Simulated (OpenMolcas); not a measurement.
A run on Rh5+ among 6 point charges of -1.5 e arranged as a trigonal prism (D3h), 1.86 Å from the ion, with a polar angle of 54.5° against the regular 49.1°.

- Program: OpenMolcas 26.06
- Method: CASSCF
- Basis: ANO-RCC-VDZP [6s5p3d1f]
- Scalar Hamiltonian: DKH2, point nucleus
- Active space: 4 electrons in 5 orbitals (4d)
- State averaging: 2S+1 = 5 even, 5 roots; 2S+1 = 3 even, 45 roots; 2S+1 = 1 even, 50 roots
- Spin-orbit coupling: state interaction with AMFI integrals over the reference wave functions

43 basis functions. Blocks (2S+1, parity, CSFs, roots kept): 5, even, 5, 5; 3, even, 45, 45; 1, even, 50, 50.

Task: How long do the RASSCF and RASSI steps take on 1 thread of Arm Neoverse V1, on a shared host?

Result: About 24 s of wall time, without the integral step.
